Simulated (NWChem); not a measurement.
System: AlNH₂F₂; SMILES [F][Al]([NH2])[F]

```xyz
6

Al    -0.0004    -0.0353     0.0000
F     -1.4295    -0.8694     0.0000
F      1.4099    -0.9007     0.0000
N      0.0195     1.7134     0.0000
H      0.8593     2.2796     0.0000
H     -0.8066     2.2995     0.0000
```
Atoms are numbered in this order, from 1.

Results from NWChem. Pople sets run with spherical d functions. Geometry: optimised at PBE0/def2-SVP. Core excitations by TDA in a window of 1s orbitals, non-relativistic and unshifted: absolute energies depend strongly on the exact-exchange share.

Q: What does the run give for N K edge, B3LYP/6-311G**? Quantities: first 1s excitation (eV); dipole oscillator strength of the first; first state with f > 0.002 (eV); dipole oscillator strength of that state.

A: 
| Property | Result |
|---|---|
| first 1s excitation (eV) | 386.9 |
| dipole oscillator strength of the first | 0.0028 |
| first state with f > 0.002 (eV) | 386.9 |
| dipole oscillator strength of that state | 0.0028 |
